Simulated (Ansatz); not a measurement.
Ansatz (a quantum-chemistry and plane-wave program) input (B3LYP-D3(BJ)/def2-TZVP):

Ansatz 0.2 input:
```yaml
crystal:
  periodic: [false, false, false]
  atoms:
    - {symbol: Zr, position_ang: [-0.05792326, -0.06555007, 0.00092306]}
    - {symbol: O, position_ang: [-1.27321028, -1.26560614, -0.37241807]}
    - {symbol: Cl, position_ang: [-0.46531993, 2.09479418, -0.71124033]}
    - {symbol: Cl, position_ang: [1.79675097, -0.78360575, 1.17770014]}
basis:
  gaussian:
    orbitals: def2-TZVP
hamiltonian:
  xc: b3lyp
  dispersion: d3bj
total_charge: -1
magnetization: {spin_polarized: true, initial_magnetization: 1}
relax: {f_tol: 0.002, max_steps: 150}
```

End of the output:

```
integrals: 0.07 GiB planned
1032 factors; their error is unknown
mean field: 0.87 GiB planned
mean field evaluation 32: about -28383.1539 eV, gradient 1.2e0 eV
mean field -28383.23855276 eV, -1043.0647779638 hartree, gradient 1.9e-5 eV, S^2 0.751989; 0 other end points of the search recorded, 0 dependent functions left out
the calculation of the forces begins
reference -28383.23881981 eV, -1043.0647877779 hartree; 28, 27 occupied and 117, 118 virtual orbitals, 1032 factors
relax step   3: F+E_penalty+E_count = -28383.44931879 eV  Δ(F+E_penalty+E_count) = -3.322e-3 eV  max|allowed force component| = 4.209e-2 eV/Å  Δτ_max = 0.0148 Å  (37 SCF iters, accepted)
these checks for a lower state are left out or cut short: starts, cluster_reference, orbital_swaps, neighbouring_geometries, increment
integrals: 0.07 GiB planned
1032 factors; their error is unknown
mean field: 0.87 GiB planned
mean field -28383.23862378 eV, -1043.0647805737 hartree, gradient 1.6e-5 eV, S^2 0.751984; 0 other end points of the search recorded, 0 dependent functions left out
the calculation of the forces begins
reference -28383.23889074 eV, -1043.0647903844 hartree; 28, 27 occupied and 117, 118 virtual orbitals, 1032 factors
relax step   4: F+E_penalty+E_count = -28383.44941113 eV  Δ(F+E_penalty+E_count) = -9.234e-5 eV  max|allowed force component| = 1.133e-2 eV/Å  Δτ_max = 0.0054 Å  (38 SCF iters, accepted)
these checks for a lower state are left out or cut short: starts, cluster_reference, orbital_swaps, neighbouring_geometries, increment
integrals: 0.07 GiB planned
1032 factors; their error is unknown
mean field: 0.87 GiB planned
mean field -28383.23863628 eV, -1043.0647810331 hartree, gradient 1.3e-5 eV, S^2 0.751982; 0 other end points of the search recorded, 0 dependent functions left out
the calculation of the forces begins
reference -28383.23890324 eV, -1043.0647908437 hartree; 28, 27 occupied and 117, 118 virtual orbitals, 1032 factors
relax step   5: F+E_penalty+E_count = -28383.44941666 eV  Δ(F+E_penalty+E_count) = -5.530e-6 eV  max|allowed force component| = 3.742e-3 eV/Å  Δτ_max = 0.0025 Å  (32 SCF iters, accepted)
these checks for a lower state are left out or cut short: starts, cluster_reference, orbital_swaps, neighbouring_geometries, increment
integrals: 0.07 GiB planned
1032 factors; their error is unknown
mean field: 0.87 GiB planned
mean field -28383.23863757 eV, -1043.0647810805 hartree, gradient 5.3e-5 eV, S^2 0.751982; 0 other end points of the search recorded, 0 dependent functions left out
the calculation of the forces begins
reference -28383.23890453 eV, -1043.0647908911 hartree; 28, 27 occupied and 117, 118 virtual orbitals, 1032 factors
relax step   6: F+E_penalty+E_count = -28383.44941719 eV  Δ(F+E_penalty+E_count) = -5.322e-7 eV  max|allowed force component| = 5.279e-5 eV/Å  Δτ_max = 0.0006 Å  (29 SCF iters, accepted)
integrals: 0.07 GiB planned
1032 factors; their error is unknown
mean field: 0.87 GiB planned
mean field evaluation 64: about -28383.1552 eV, gradient 3.0e-1 eV
mean field -28383.23863757 eV, -1043.0647810805 hartree, gradient 5.3e-5 eV, S^2 0.751982; 3 other end points of the search recorded, 0 dependent functions left out
the calculation of the forces begins
reference -28383.23890453 eV, -1043.0647908911 hartree; 28, 27 occupied and 117, 118 virtual orbitals, 1032 factors
Total energy: -28383.44968415 eV, -1043.0725368993 hartree
Atom 0 at    -0.061355    -0.065951     0.004418 Å, force     0.000002     0.000053     0.000034 eV/Å
Atom 1 at    -1.292736    -1.286095    -0.380259 Å, force     0.000015    -0.000005    -0.000002 eV/Å
Atom 2 at    -0.554820     2.233738    -0.793392 Å, force    -0.000015    -0.000013    -0.000022 eV/Å
Atom 3 at     1.909209    -0.901661     1.264197 Å, force    -0.000002    -0.000035    -0.000010 eV/Å
Dipole moment:     0.273426     0.270929     0.085417 e Å
```

The spin state was set by rule; other spins were not relaxed.
